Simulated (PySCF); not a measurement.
H2O2Ti, neutral, multiplicity 3. Atoms are numbered in the order given.

```xyz
5

Ti     0.0000     0.0000     0.0000
O      0.0000     0.0000    -1.8142
H      0.0000     0.0000    -2.7661
O      0.0000     0.0000     1.8142
H      0.0000     0.0000     2.7661
```
Charge 0, spin multiplicity 3.

The structure is a stationary point at PBE0-D3(BJ)/def2-TZVP. The geometry has at least one imaginary mode, so it is a saddle point at that level. The multiplicity is an assumed one; other spin states were not compared. Other conformers were not sampled.

Method: PBE0-D3(BJ)/def2-TZVP run with PySCF.

Frequencies are harmonic and unscaled.

Modes within 1.5 cm⁻¹ of each other (mostly degenerate sets) share a row, with their intensities summed.

### Question
List the normal modes with their intensities. (The exact figures need the calculation; the answer reports its results.)

### Answer

| mode | ν (cm⁻¹) | IR (km/mol) | moving atoms (share of kinetic energy) |
|---|---|---|---|
| 1–2 | 51i | 18.2 | O 37 %, Ti 36 %, H 27 % |
| 3–4 | 420 | 414.7 | H 71 %, O 24 % |
| 5–6 | 435 | 0.0 | H 87 %, O 13 % |
| 7 | 669 | 0.0 | O 94 % |
| 8 | 786 | 355.3 | O 55 %, Ti 42 % |
| 9 | 4003 | 366.2 | H 94 % |
| 10 | 4005 | 0.0 | H 94 % |
